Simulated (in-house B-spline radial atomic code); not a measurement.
Settings and results of a run for Nb⁺ (an excited or competing configuration). Computed with an all-electron radial atomic-structure program (B-spline basis): scalar-relativistic (X2C) HSE06, spin-polarised, spherical fractional occupations, exact exchange averaged over the configuration, Fermi nucleus of rms radius 4.324 fm.

Command:
```bash
python run_scf.py task.json out
```
Settings (nuclear radius in fm, mass in u):
```
Z                41
configuration    [Ar] 3d10 4s2 4p5 4d4 4f1
hamiltonian      x2c
method           hse06
spin_polarised   True
nucleus          fermi
rms_radius       4.324
atomic_mass      92.90637
speed_of_light   137.035999084
exact_exchange   averaged over the configuration
```

Output (hartree, bohr):
```
 radial grid: 82 intervals, B-splines of order 8, outer radius 60 bohr

 iter        energy (Eh)    residual
    1       -3812.697333    4.31e-01
    2       -3814.666262    2.19e-01
    3       -3817.182132    3.23e-02
    4       -3817.269708    6.43e-03
    5       -3817.275638    3.09e-03
    6       -3817.276128    1.11e-03
    7       -3817.276169    2.94e-04
    8       -3817.276174    4.05e-05
    9       -3817.276174    6.77e-06
   10       -3817.276174    1.09e-06
   11       -3817.276174    6.33e-07
   12       -3817.276174    2.60e-07

 total energy                     -3817.27617
 kinetic                            3951.2831
 electron-nucleus                  -9196.7662
 Hartree                            1547.2090
 exact exchange                      -28.6168
 exchange-correlation                -90.3853

 orbital      occ     eigenvalue          <r>       <r^2>       <1/r>       r_max
 1s up      1.000      -693.6520    0.0356037  0.00172108     43.7369     0.02292
 1s down    1.000      -693.6457    0.0356034  0.00172105     43.7372     0.02292
 2s up      1.000       -98.2428     0.157554   0.0293302     9.77471       0.133
 2s down    1.000       -98.2192     0.157536   0.0293232     9.77587       0.133
 2p up      3.000       -87.7436      0.13754   0.0231373     9.29739      0.1063
 2p down    3.000       -87.7202     0.137525   0.0231317     9.29815      0.1063
 3s up      1.000       -17.2045     0.442151    0.224144     3.30591      0.3953
 3s down    1.000       -17.1855      0.44217    0.224092     3.30432      0.3954
 3p up      3.000       -13.7428      0.44489    0.230533     3.10426      0.3892
 3p down    3.000       -13.7199     0.445034    0.230601     3.10191      0.3895
 3d up      5.000        -8.0808      0.43254    0.225502     2.85571      0.3349
 3d down    5.000        -8.0501     0.432361    0.225056     2.85505      0.3352
 4s up      1.000        -2.9108      1.15597     1.51207     1.17667       1.034
 4s down    1.000        -2.7236      1.14666     1.48984     1.19119       1.024
 4p up      3.000        -1.9840       1.2852     1.88666     1.03825       1.122
 4p down    2.000        -1.7969      1.27869     1.87261     1.04897       1.111
 4d up      4.000        -0.6958      1.77268     3.71329    0.741156       1.415
 4f up      1.000        -0.0969      8.24017     75.9148    0.139187       7.583
```

Run time, properties included: 2.6 s on 1 thread of Arm Neoverse N1, on a shared host.

One-electron X2C: radii and densities carry no picture-change correction, so inner-shell <1/r> comes out high (for 1s by about 2 % at Z = 33, 5 % at 54, 10 % at 75, 30 % at 118) and <r> low.
